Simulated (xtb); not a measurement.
C3H8BNO, SMILES CNB1COC1. All values are semi-empirical tight-binding results from xtb (GFN2-xTB unless named), good for trends rather than for accurate numbers. Coordinates come from a GFN2-xTB optimisation. The structure was generated by enumeration, and PubChem lists no compound with its InChIKey, so it may never have been made. The values are those of a single conformer.

Computed properties:
| Item | Value |
|---|---|
| point group as xtb finds it | Cs |
| orbital gap | 5.00 eV |
| dipole moment | 4.41 D |
| zero-point energy | 71.7 kcal/mol |
| G − E(el) at 298.15 K (modified RRHO) | 52.5 kcal/mol |
| static polarisability (D4 model) | 59.5 bohr³ |
| solvation energy, GFN2-xTB/ALPB(water) | -5.2 kcal/mol |
| solvation energy, GFN2-xTB/ALPB(hexane) | -6.1 kcal/mol |

Computed IR lines (harmonic; lines under 4 % of the strongest left out, lines within 3 cm⁻¹ merged):
ν (cm⁻¹): 613 (w), 720 (m), 863 (m), 983 (w), 1039 (m), 1083 (w), 1118 (m), 1136 (w), 1330 (w), 1567 (vs), 2888 (m), 2919 (m), 2955 (w), 2974 (m), 3048 (w) (against the strongest line: vs over 80 %, s over 45 %, m over 15 %, w over 4 %, vw less)
